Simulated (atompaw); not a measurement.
# Pseudopotential generation for Te (Z = 52): PAW (atompaw), PBEsol, scalar-relativistic.

atompaw 4.2.0.5 input, output lines left out:

```
Te 52
GGA-PBESOL scalarrelativistic loggrid 1500 logderivrange -3 5 201
5 5 4 0 0 0
5 1 4
0 0 0
c
c
c
c
v
c
c
c
v
c
c
1
2.25 2.10 1.80 2.05
y
0.85
n
y
0.55
n
custom rrkj gramschmidtortho besselshape
bessel
2.25
1.85
2.25
2.25
```

All-electron outer shells of the reference configuration (PBEsol, scalar-relativistic, ld1.x):

```
shell  level (eV)  outermost node (bohr)  outermost maximum (bohr)
   4p     -114.23                   0.38                      0.74
   4d      -41.59                   0.36                      0.81
   5s      -15.15                   0.91                      1.80
   5p       -5.97                   1.00                      2.17
```

Question: Estimate the cutoffs (Ry, on a coarse ladder) from which the occupation-weighted sum of valence levels, in a spherical-Bessel basis at the reference potential, stays within 10 and 1 mRy of its value at 400 Ry.

Answer: 8 Ry and 15 Ry.

Question: What does a ghost test show?

Answer: No extra level below or beside the all-electron valence levels (s, p, d, f tested).

Question: Is the overlap operator S = 1 + Σ q|β⟩⟨β| positive definite (Bessel basis up to 400 Ry)?

Answer: Yes: its lowest eigenvalue is 0.48 (s channel).

Question: Which valence shell sets the plane-wave cutoff?

Answer: 5p: its level needs 10 Ry to come within 1 mRy, against 8 Ry for 5s.
